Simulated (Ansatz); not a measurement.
Molecule: CsF (charge 0, singlet). 
Structure (B3LYP-D3(BJ)/def2-TZVP (Ansatz, an electronic-structure program) minimum search):
```xyz
2

Cs     0.0000     0.0000    -0.3380
F      0.0000     0.0000     2.0659
```

Parts of the frozen-core correlation energy in def2-SVP (Ansatz, hartree). Frozen orbitals: 5; correlated occupied orbitals by spin: 4 and 4; virtual: 29 and 29. Spin-orbit coupling is left out. Past Kr the def2 sets carry scalar-relativistic core potentials.

```tsv
term	value
reference (HF)	-119.24336
MP2 opposite-spin	-0.14594
MP2 same-spin	-0.05689
CCSD correlation	-0.20288
(T)	-0.00219
CCSDT minus CCSD(T)	-0.00010
CCSDT(Q) minus CCSD(T)	-0.00065
T1 diagnostic	0.020
largest doubles amplitude	0.044
```
